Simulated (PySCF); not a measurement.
## Adding and removing an electron: HI

PBE0; basis H cc-pVTZ, I cc-pVTZ-PP with ECP28; scalar-relativistic core potentials; PySCF 2.14. Neutral (UKS): singlet (closed shell), Re = 1.616 Å, ωe = 2333 cm⁻¹, De = 3.35 eV, HOMO -7.92 eV, LUMO -0.78 eV.

HI⁺ (UKS): doublet (π ↑), Re = 1.640 Å, ωe = 2220 cm⁻¹, De = 3.33 eV to H + I⁺. The energies at the minima are -296.32046 hartree for HI and -295.93218 for HI⁺.

(1) Work out the adiabatic ionisation energy, without and with harmonic zero-point energies (1 hartree = 27.2114 eV, 1 eV = 8065.5 cm⁻¹), and the change of the bond length.

Spin–orbit coupling is left out, which matters for elements this heavy, above all for dissociation energies. For an ion De counts to the pair picked by the measured ionisation energies or electron affinities, which need not be the lowest pair at this level. States were picked by a PBE0 search and need not be the measured ground states.

Answers

(1) At PBE0: 0.38828 hartree = 10.566 eV between the minima; the zero-point term (2220.0 − 2333.0)/2 cm⁻¹ = -0.007 eV makes it 10.559 eV. Re changes by +2.4 pm against the neutral. Minus the HOMO energy is 7.92 eV, -2.65 eV from the value between the minima; self-interaction puts the Kohn–Sham level too high, less so with exact exchange. The electron leaves a π orbital, which is non-bonding in a hydride.
